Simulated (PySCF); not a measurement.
`[NH3+][B@H-](C=C)Br`. Theory: PBE0-D3(BJ)/def2-SVP geometry optimisation, gas phase (PySCF).

```
atom  x, y, z in Å
C1     1.9685   -0.6335   -0.1764
C2     0.7630   -0.5710    0.4019
B3    -0.2179    0.6648    0.2708
N4    -1.5735    0.1693   -0.4785
Br5   -0.9319    1.2910    2.0745
H6     2.6378   -1.4934   -0.0587
H7     2.3477    0.1975   -0.7824
H8     0.4582   -1.4311    1.0195
H9     0.2017    1.6066   -0.3755
H10   -2.0112   -0.5937    0.0439
H11   -1.3662   -0.1585   -1.4247
H12   -2.2499    0.9340   -0.5277
```

(1) How far are the heavy atoms from their best plane (unweighted least squares)?

(2) What is the repulsion energy of the bare nuclei, Σ ZA·ZB/RAB?

(3) What are the angles H6–C1–H7, C2–C1–H7, C2–B3–H9, C2–B3–Br5, N4–B3–H9, N4–B3–Br5, H10–N4–H12?

(4) Give the dihedral angles H6–C1–C2–H8, H7–C1–C2–H8, C2–B3–N4–H12, Br5–B3–N4–H10, H6–C1–C2–B3, H8–C2–B3–H9.

(5) Where is the centre of mass (commonest isotopes), and what is the radius of gyration?

(6) Write the matrix of distances between heavy atoms (Å, lower triangle).

Answers

(1) 0.271 Å rms; C1 0.15, C2 0.41, B3 0.41, N4 0.09, Br5 0.06 Å (magnitudes).

(2) 297.64 Eh over 66 pairs, with full nuclear charges and distances in bohr; the largest single term is 45.43 Eh (B3 with Br5).

(3) From the scalar product of the two bond vectors; for H6–C1–H7 it is -0.5320 Å² over 1.0960 × 1.0962 Å², cos θ = -0.4429. H6–C1–H7 116.3°; C2–C1–H7 121.0°; C2–B3–H9 115.8°; C2–B3–Br5 112.6°; N4–B3–H9 106.2°; N4–B3–Br5 102.1°; H10–N4–H12 107.4°.

(4) H6–C1–C2–H8 0° (synperiplanar); H7–C1–C2–H8 -178° (antiperiplanar); C2–B3–N4–H12 177° (antiperiplanar); Br5–B3–N4–H10 -61° (synclinal); H6–C1–C2–B3 179° (antiperiplanar); H8–C2–B3–H9 177° (antiperiplanar). Dihedral signs follow IUPAC: positive where, seen along the central bond, the front bond turns clockwise onto the rear one.

(5) Mass 134.985 u; centre at (-0.483, 0.712, 1.190) Å; Rg = √(Σ m r²/M) = 1.708 Å. As Ia + Ib + Ic = 2 Σ m r², the three principal moments sum to 787.8 u·Å².

(6) 
```
C1    0.000
C2    1.338  0.000
B3    2.582  1.583  0.000
N4    3.644  2.604  1.626  0.000
Br5   4.145  3.023  2.038  2.861  0.000
```

No PBE0-D3(BJ)/def2-SVP frequencies stand behind this structure, so it isn't proved a minimum. The numbers are those of one conformer.
